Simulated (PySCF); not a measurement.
The metal is changed in MCl3. Gas-phase values, no solvent. Multiplicities are imposed; where one is given, others were not computed.

Computed with BP86-D3(BJ)/def2-TZVP // BP86-D3(BJ)/def2-SVP (PySCF). All candidates: neutral, multiplicity 2. 

- dipole moment: 1.07 D
- highest occupied spin orbital: -7.30 eV

### Question
Name which member has these values.
A. [Pd(Cl)3]
B. [Hf(Cl)3]
C. [Zr(Cl)3]
D. [Ti(Cl)3]

### Answer
A, [Pd(Cl)3]. The others give [Zr(Cl)3]: 0.01 D, -5.16 eV; [Ti(Cl)3]: 0.01 D, -5.64 eV; [Hf(Cl)3]: 0.00 D, -5.19 eV
